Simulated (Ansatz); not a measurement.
A nudged elastic band was laid between two geometries of C2H6Sn (9 atoms, charge 0, multiplicity 1).

The calculation used RKS PBE/def2-SVP (Ansatz 0.2.0).

```json
{
 "movable images": "7",
 "climbing image": "yes",
 "spring": "5.0 eV/Å²",
 "optimiser": "quadratic models (default)",
 "start path": "through a guess of the saddle point",
 "force threshold": "0.05 eV/Å",
 "iteration limit": "60",
 "end points": "relaxed"
}
```

First end point:

```xyz
9
Properties=species:S:1:pos:R:3
C -0.836 0.898 -1.148
C 0.133 0.823 -0.217
Sn 0.559 -0.973 0.895
H -1.480 0.038 -1.403
H -1.036 1.831 -1.706
H 0.744 1.720 -0.007
H 2.194 -1.475 0.634
H -0.528 -2.201 0.345
H 0.336 -0.707 2.590
```

Last end point:

```xyz
9
Properties=species:S:1:pos:R:3
C -0.323 0.996 -1.319
C -0.478 0.708 -0.014
Sn 0.441 -0.996 0.935
H 0.292 0.376 -1.995
H -0.807 1.875 -1.784
H -1.107 1.370 0.609
H 1.378 -1.825 -0.259
H -0.768 -2.059 1.571
H 1.460 -0.490 2.239
```

Task: Which bonds break or form, and what moves?

Result: No bond is made or broken. The dihedral C1–C2–Sn3–H7 goes from 121 to 1°. The two ends are copies of one structure, up to a mirror image or an exchange of like atoms.

Task: What energy profile does the band end with?

Result: The forces met the threshold. The highest image is number 4 of 0 to 8, 0.8 kcal/mol above the ends, which have the same energy within 2 meV. A vibrational analysis at the climbing image gives one clearly imaginary mode, 94i cm⁻¹: a first-order saddle point.

```
image  path coordinate (Å)  energy (kcal/mol)  dihedral C1–C2–Sn3–H7 (°)
    0                 0.00                0.0                        121
    1                 0.48                0.1                        106
    2                 0.96                0.4                         90
    3                 1.44                0.7                         75
    4                 1.91                0.8                         60
    5                 2.38                0.7                         46
    6                 2.86                0.4                         31
    7                 3.33                0.1                         16
    8                 3.80                0.0                          1
```

Task: What is the geometry of the highest image?

Result: 
```xyz
9
Properties=species:S:1:pos:R:3:forces:R:3
C -0.586 0.891 -1.319 0.01 -0.01 0.02
C -0.137 0.839 -0.052 0.00 -0.01 -0.02
Sn 0.486 -0.977 0.939 0.00 0.00 0.00
H -0.671 -0.005 -1.960 0.00 0.01 0.00
H -0.893 1.844 -1.787 -0.01 0.01 -0.01
H -0.076 1.775 0.532 0.00 0.00 0.00
H 1.811 -1.698 0.093 0.00 0.00 0.00
H -0.819 -2.112 0.984 0.00 0.00 0.00
H 0.975 -0.604 2.553 0.00 0.00 0.01
```

Run time: 100 s on 1 thread of Arm Neoverse V2 (shared host), peak memory 0.11 GiB.
